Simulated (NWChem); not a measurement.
Program: NWChem. System: Zn, charge 0, spin multiplicity 1. Level: CR-CCSD(T)/def2-QZVP, 9 core orbitals frozen.

Input file:

```
start mol
memory heap 100 mb stack 700 mb global 1900 mb
geometry units angstroms nocenter noautoz
  Zn     0.000000     0.000000     0.000000
  symmetry group D2h
end
basis spherical
  * library def2-qzvp
end
scf
  rhf
  nopen 0
  maxiter 100
  thresh 1e-7
  semidirect memsize 60000000 filesize 0
end
tce
  freeze core 9
  cr-ccsd(t)
  2eorb
  2emet 13
  thresh 1e-6
  maxiter 100
  tilesize 24
end
task tce energy
```

Output (cleaned and shortened):

```
             Northwest Computational Chemistry Package (NWChem) 7.3.0
             --------------------------------------------------------

                                NWChem Input Module
                                -------------------

 Scaling coordinates for geometry "geometry" by  1.889725989
 (inverse scale =  0.529177249)

                             Geometry "geometry" -> ""
                             -------------------------

 Output coordinates in angstroms (scale by  1.889725989 to convert to a.u.)

  No.       Tag          Charge          X              Y              Z
 ---- ---------------- ---------- -------------- -------------- --------------
    1 Zn                  30.0000     0.00000000     0.00000000     0.00000000

 Effective nuclear repulsion energy (a.u.)       0.0000000000

            Nuclear Dipole moment (a.u.)
            ----------------------------
        X                 Y               Z
 ---------------- ---------------- ----------------
     0.0000000000     0.0000000000     0.0000000000

      Symmetry information
      --------------------

 Group name             D2h
 Group number             26
 Group order               8
 No. of unique centers     1

      Symmetry unique atoms

     1


 Summary of "ao basis" -> "" (spherical)
 ------------------------------------------------------------------------------
       Tag                 Description            Shells   Functions and Types
 ---------------- ------------------------------  ------  ---------------------
 *                         def2-qzvp                  on all atoms

 Summary of "ao basis" -> "ao basis" (spherical)
 ------------------------------------------------------------------------------
       Tag                 Description            Shells   Functions and Types
 ---------------- ------------------------------  ------  ---------------------
 Zn                        def2-qzvp                26       84   11s6p5d3f1g

                                 NWChem SCF Module
                                 -----------------

  ao basis        = "ao basis"
  functions       =    84
  atoms           =     1
  closed shells   =    15
  open shells     =     0
  charge          =   0.00
  wavefunction    = RHF
  use symmetry    = T
  symmetry adapt  = T

 Summary of "ao basis" -> "ao basis" (spherical)
 ------------------------------------------------------------------------------
       Tag                 Description            Shells   Functions and Types
 ---------------- ------------------------------  ------  ---------------------
 Zn                        def2-qzvp                26       84   11s6p5d3f1g

      Symmetry analysis of basis
      --------------------------

        ag         24
        au          3
        b1g         7
        b1u        12
        b2g         7
        b2u        12
        b3g         7
        b3u        12

 Forming initial guess at       0.1s

      Superposition of Atomic Density Guess
      -------------------------------------

 Sum of atomic energies:       -1777.84715052

      Non-variational initial energy
      ------------------------------

 Total energy =   -1777.847171
 1-e energy   =   -2484.082936
 2-e energy   =     706.235764
 HOMO         =      -0.292514
 LUMO         =       0.043352

      Symmetry analysis of molecular orbitals - initial
      -------------------------------------------------

 !! scf_movecs_sym_adapt:   70 vectors were symmetry contaminated
[...]
  ----- ------------  ---------------      ----- ------------  ---------------
    27      0.960128  1 Zn px                21      0.180785  1 Zn px

 Vector   17  Occ=0.000000D+00  E= 4.335025D-02  Symmetry=b2u
              MO Center= -1.5D-29, -3.3D-19, -1.9D-30, r^2= 9.5D+00
   Bfn.  Coefficient  Atom+Function         Bfn.  Coefficient  Atom+Function
  ----- ------------  ---------------      ----- ------------  ---------------
    28      0.960128  1 Zn py                22      0.180785  1 Zn py

 Vector   18  Occ=0.000000D+00  E= 4.335025D-02  Symmetry=b1u
              MO Center= -2.5D-36, -2.0D-36, -1.8D-20, r^2= 9.5D+00
   Bfn.  Coefficient  Atom+Function         Bfn.  Coefficient  Atom+Function
  ----- ------------  ---------------      ----- ------------  ---------------
    29      0.960128  1 Zn pz                23      0.180785  1 Zn pz

 center of mass
 --------------
 x =   0.00000000 y =   0.00000000 z =   0.00000000

 moments of inertia (a.u.)
 ------------------
           0.000000000000           0.000000000000           0.000000000000
           0.000000000000           0.000000000000           0.000000000000
           0.000000000000           0.000000000000           0.000000000000

  Mulliken analysis of the total density
  --------------------------------------

    Atom       Charge   Shell Charges
 -----------   ------   -------------------------------------------------------
    1 Zn  30    30.00   1.93 -0.04  0.16  0.99  0.85  0.32  1.16  0.58  0.49  1.07  0.47  6.00  5.65  0.35 -0.00  0.00 -0.00  5.57  2.77  1.41  0.25  0.00  0.00  0.00  0.00
  0.00

       Multipole analysis of the density wrt the origin
       ------------------------------------------------

     L   x y z        total         open         nuclear
     -   - - -        -----         ----         -------
     0   0 0 0     -0.000000      0.000000     30.000000

     1   1 0 0      0.000000      0.000000      0.000000
     1   0 1 0      0.000000      0.000000      0.000000
     1   0 0 1      0.000000      0.000000      0.000000

     2   2 0 0    -11.658610      0.000000      0.000000
     2   1 1 0     -0.000000      0.000000      0.000000
     2   1 0 1     -0.000000      0.000000      0.000000
     2   0 2 0    -11.658610      0.000000      0.000000
     2   0 1 1      0.000000      0.000000      0.000000
     2   0 0 2    -11.658610      0.000000      0.000000

                   NWChem Extensible Many-Electron Theory Module
                   ---------------------------------------------


            General Information
            -------------------
      Number of processors :     1
         Wavefunction type : Restricted Hartree-Fock
          No. of electrons :    30
           Alpha electrons :    15
            Beta electrons :    15
           No. of orbitals :   168
            Alpha orbitals :    84
             Beta orbitals :    84
        Alpha frozen cores :     9
         Beta frozen cores :     9
     Alpha frozen virtuals :     0
      Beta frozen virtuals :     0
         Spin multiplicity : singlet
    Number of AO functions :    84
       Number of AO shells :    26
        Use of symmetry is : on
      Symmetry adaption is : on
         Schwarz screening : 0.10D-09

          Correlation Information
          -----------------------
          Calculation type : Coupled-cluster singles & doubles w/ perturbation
   Perturbative correction : Completely renormalized (T)
            Max iterations :      100
        Residual threshold : 0.10D-05
     T(0) DIIS level shift : 0.00D+00
     L(0) DIIS level shift : 0.00D+00
     T(1) DIIS level shift : 0.00D+00
     L(1) DIIS level shift : 0.00D+00
     T(R) DIIS level shift : 0.00D+00
     T(I) DIIS level shift : 0.00D+00
   CC-T/L Amplitude update :  5-th order DIIS
                I/O scheme : Global Array Library
        L-threshold :  0.10D-05
        EOM-threshold :  0.10D-05
 no EOMCCSD initial starts read in
 TCE RESTART OPTIONS
 SLICE:      F
 D4D5:       F
 quantumc:   F
 qrotation:  F
 pwtce:      F
 qducc:      F
 nacto:                         0
 nrotv:                         0
 nrot:                          0

            Memory Information
            ------------------
          Available GA space size is     249029744 doubles
          Available MA space size is     104851684 doubles

 Maximum block size supplied by input
 Maximum block size        24 doubles

 tile_dim =     18

 -------------------------------------------------

 Global array virtual files algorithm will be used

 Parallel file system coherency ......... OK

 4-electron integrals stored in orbital form

 v2    file size   =           919962
 4-index algorithm nr.  13 is used
 imaxsize =       30
 imaxsize ichop =        0


CCSD iterations
 ---------------------------------------------------------
 Iter          Residuum       Correlation     Cpu    Wall
 ---------------------------------------------------------
    1   0.2716766869797  -0.5098498164166     0.7     0.7
    2   0.0623930629833  -0.4546497378364     0.6     0.6
    3   0.0225733095003  -0.4705852036226     0.6     0.6
    4   0.0106388692496  -0.4671913130159     0.7     0.7
    5   0.0050155840802  -0.4692015189660     0.7     0.7
    6   0.0011003896921  -0.4689874010297     0.6     0.6
    7   0.0004660663490  -0.4689832781207     0.6     0.6
    8   0.0001790427830  -0.4690044972223     0.7     0.7
    9   0.0001151316155  -0.4690055570239     0.6     0.6
   10   0.0000461142011  -0.4690146474370     0.6     0.6
   11   0.0000076688961  -0.4690168507760     0.6     0.6
   12   0.0000024485890  -0.4690162460298     0.6     0.6
   13   0.0000011348580  -0.4690166018813     0.6     0.6
   14   0.0000005770832  -0.4690165337756     0.6     0.6
 -----------------------------------------------------------------
 Iterations converged
 CCSD correlation energy / hartree =        -0.469016533775614
 CCSD total energy / hartree       =     -1778.316187946298214

 Singles contributions

 Doubles contributions
 CR-CCSD(T)

 CR-CCSD[T]  correction energy / hartree =        -0.014337679519292
 CR-CCSD[T] correlation energy / hartree =        -0.483354213294905
 CR-CCSD[T] total energy / hartree       =     -1778.330525625817472
 CR-CCSD(T)  correction energy / hartree =        -0.013140955059742
 CR-CCSD(T) correlation energy / hartree =        -0.482157488835355
 CR-CCSD(T) total energy / hartree       =     -1778.329328901357940

 Task  times  cpu:       38.9s     wall:       38.9s

 Total times  cpu:       38.9s     wall:       38.9s
```
